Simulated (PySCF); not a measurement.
Dipole response of Sc⁺ (scandium, charge +1)

[Ar] 3d1 4s1, high-spin 3D determinant. All numbers are calculated (PySCF 2.14, no relativity, point nucleus, in def2-QZVPPD (11s6p5d3f2g, 93 functions)). Coupled (time-dependent) response in atomic units; α is the mean over directions.

```
method  mean α (bohr³)         α xx, yy, zz  C₆ (like pair)  S(−4)
  MN15           73.40  70.65, 70.65, 78.89           535.7   4896
revPBE           63.53  62.03, 62.03, 66.52           440.1   3599
```

S(−4) is the Cauchy moment in α(ω) = α(0) + S(−4) ω² + …

α(iu) at revPBE:

| u (hartree) | α(iu) (bohr³) |
| --- | --- |
| 0 | 63.53 |
| 0.0500 | 55.73 |
| 0.100 | 41.21 |
| 0.200 | 21.53 |
| 0.300 | 13.11 |
| 0.500 | 6.961 |
| 0.750 | 4.344 |
| 1.00 | 3.131 |
| 1.50 | 1.921 |
| 2.00 | 1.305 |
| 3.00 | 0.7096 |
| 5.00 | 0.3034 |

A single London oscillator, α(iu) = α/(1 + u²/ω²), gives C₆ = (3/4) ω α². Matching the computed C₆ needs ω = 4 × 440.1 / (3 × 63.53²) = 0.145 hartree.

For an ion, C₆ is the dispersion term alone; charge-induced terms of lower order in 1/R come first.

The components differ because the open shell of this determinant is not spherical; for a pure term their mean is the scalar polarisability.
